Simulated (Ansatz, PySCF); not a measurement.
C4H4O, SMILES c1ccoc1.

Geometry optimised at B3LYP-D3(BJ)/def2-SVP.

Vertical ionisation energy (IE) and electron affinity (EA) in eV. Rows of orbital energies are one-electron estimates. Where ΔSCF, EOM or ADC give a negative EA the extra electron is unbound and the value depends on the basis.

```tsv
level	IE	EA
−ε(HOMO), −ε(LUMO), PBE0/def2-TZVP (PySCF)	6.64	-0.22
−ε(HOMO), −ε(LUMO), PBE/def2-TZVP (PySCF)	5.61	0.74
ΔSCF, PBE0/def2-SVPD (Ansatz), final states of multiplicity 2 and 2	8.91	-1.99
ΔSCF, PBE/def2-SVPD (Ansatz), final states of multiplicity 2 and 2	8.96	-1.82
```

**Question.** What vertical singlet–triplet gap does ΔSCF give with PBE0/def2-SVPD (Ansatz, a first-principles code) and with PBE/def2-SVPD (Ansatz)? (Estimate from the structure and the level; the computed values follow.)

**Answer.** 4.03 and 4.16 eV (triplet above singlet where positive).
